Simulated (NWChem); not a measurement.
Species: SbF₃ cation, doublet; SMILES of the neutral closed-shell parent [F][Sb]([F])[F]

```xyz
4

Sb     0.0000     0.0000     0.5004
F     -0.2614    -1.5040    -0.7440
F     -1.1718     0.9784    -0.7440
F      1.4332     0.5256    -0.7440
```
Atoms are numbered in this order, from 1.

This is a stationary point of PBE0/def2-SVP with def2 effective core potentials on Sb, spin-unrestricted (NWChem), point group C3v. This spin state was assumed; another may lie lower. def2 effective core potentials on Sb; no spin-orbit coupling.

**Question.** Is it a minimum? If not, what does it relax to?

**Answer.** No. It has an imaginary frequency of 513i cm⁻¹. Following that mode (on a finer grid) lowers the energy by 16.9 kcal/mol and ends, with real frequencies alone, at point group Cs:
```xyz
4

Sb    -0.2216    -0.0133     0.4530
F      0.0256    -1.4623    -0.9694
F     -1.3211     1.0515    -0.6325
F      1.3459     0.0099    -0.8613
```
